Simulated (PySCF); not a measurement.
## Deuteron quadrupole couplings in `C/C=C\P=C(\F)C(C)C`

Compound: C7H12FP.
Z-matrix (Å and degrees, PBE0-D3(BJ)/def2-SVP geometry), rows numbered from 1:
```
C 
C   1  1.4911
C   2  1.3463  1  127.40
P   3  1.8084  2  122.45  1    -0.39
C   4  1.6916  3  102.77  2   178.68
F   5  1.3455  4  114.78  3   179.71
C   5  1.4958  4  134.72  3    -0.08
C   7  1.5310  5  110.12  4  -119.67
C   7  1.5311  5  110.04  4   116.81
H   1  1.1025  2  110.67  3   123.25
H   1  1.1029  2  110.61  3  -119.11
H   1  1.0994  2  112.59  3     1.94
H   2  1.0976  1  115.48  3   179.85
H   3  1.0946  2  117.43  1  -179.96
H   7  1.0989  5  108.05  4    -1.47
H   8  1.1006  7  110.38  5  -179.72
H   8  1.0998  7  111.15  5    60.02
H   8  1.1000  7  110.62  5   -60.06
H   9  1.1004  7  110.39  5  -179.84
H   9  1.1002  7  110.60  5    60.51
H   9  1.0999  7  111.13  5   -59.55
```

Level: PBE0/pcSseg-1 (PySCF, non-relativistic); Q(2H) = 0.00286 b; rigid geometry, the same for H and D, with no vibrational averaging.

Question: Rank these positions by the coupling χzz of a deuteron there, largest first.
A. H14 (vinylic hydrogen)
B. H13 (vinylic hydrogen)
C. H15 (methine hydrogen)

Answer: A (206 kHz), B (199 kHz), C (194 kHz).

Question: Tabulate Vzz, the asymmetry η and χzz = 234.96 MHz × Q × Vzz for every hydrogen position.

Answer: 
| atom | bonded to | bond length (Å) | Vzz (au) | η | χzz (kHz) |
| --- | --- | --- | --- | --- | --- |
| H10 | C1 | 1.103 | 0.2887 | 0.03 | 194 |
| H11 | C1 | 1.103 | 0.2883 | 0.03 | 194 |
| H12 | C1 | 1.099 | 0.2877 | 0.05 | 193 |
| H13 | C2 | 1.098 | 0.2956 | 0.06 | 199 |
| H14 | C3 | 1.095 | 0.3062 | 0.08 | 206 |
| H15 | C7 | 1.099 | 0.2885 | 0.04 | 194 |
| H16 | C8 | 1.101 | 0.2924 | 0.03 | 196 |
| H17 | C8 | 1.100 | 0.2919 | 0.03 | 196 |
| H18 | C8 | 1.100 | 0.2899 | 0.03 | 195 |
| H19 | C9 | 1.100 | 0.2927 | 0.03 | 197 |
| H20 | C9 | 1.100 | 0.2896 | 0.03 | 195 |
| H21 | C9 | 1.100 | 0.2917 | 0.03 | 196 |

Question: How does χzz go with the bond length over the 12 C–H bonds?

Answer: A straight-line fit has a slope of -13.0 kHz for each 0.01 Å, with a correlation coefficient of -0.82, over lengths from 1.095 to 1.103 Å. The longer bonds have the smaller couplings here.

Question: Give the 2H NMR doublet splittings at H17 for a magnetic field along the z, y and x axes of the gradient: 3χ/2, 3χ(1 + η)/4, 3χ(1 − η)/4.

Answer: With |χ| = 196.2 kHz and η = 0.028: 294, 151 and 143 kHz, to first order and without motion.

Geometry: PBE0-D3(BJ)/def2-SVP, one conformer, isolated molecule. A larger basis could move these couplings by a tenth or more.
